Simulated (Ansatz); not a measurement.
Reaction: CH2NO+ (SMILES O=C=[NH2+]) → CH2NO+ (SMILES N=C=[OH+])
Each species at its own B3LYP-D3(BJ)/def2-TZVP minimum (Ansatz, a first-principles code), one conformer.

Total energies in hartree (Ansatz). Open shells are spin-unrestricted; no spin-orbit coupling. Cores are frozen in correlated methods. No relativity.

```tsv
species	HF/cc-pVTZ	CCSD(T)/cc-pVTZ	HF/cc-pVQZ	CCSD(T)/cc-pVQZ	CCSDT(Q)/cc-pVTZ
1: CH2NO+ (SMILES [NH2+]=C=O)	-168.12484	-168.72287	-168.13694	-168.77151	-168.72465
2: CH2NO+ (SMILES N=C=[OH+])	-168.09751	-168.69526	-168.10966	-168.74438	-168.69687
```

Work out the isomerisation energy (electronic) in kcal/mol: take Hartree-Fock from cc-pVQZ, extrapolate the CCSD(T) correlation energy as X^-3 (X = 3, 4), and add CCSDT(Q) - CCSD(T) in cc-pVTZ. 1 hartree = 627.51 kcal/mol.


Species 1: correlation (64·(-0.63457) - 27·(-0.59803))/37 = -0.66123; step -0.00178; E1 = -168.13694 + (-0.66123) + (-0.00178) = -168.79995
Species 2: correlation (64·(-0.63472) - 27·(-0.59775))/37 = -0.66170; step -0.00161; E2 = -168.10966 + (-0.66170) + (-0.00161) = -168.77297
-1·E1 +1·E2 = 0.02698 hartree = 16.9 kcal/mol.
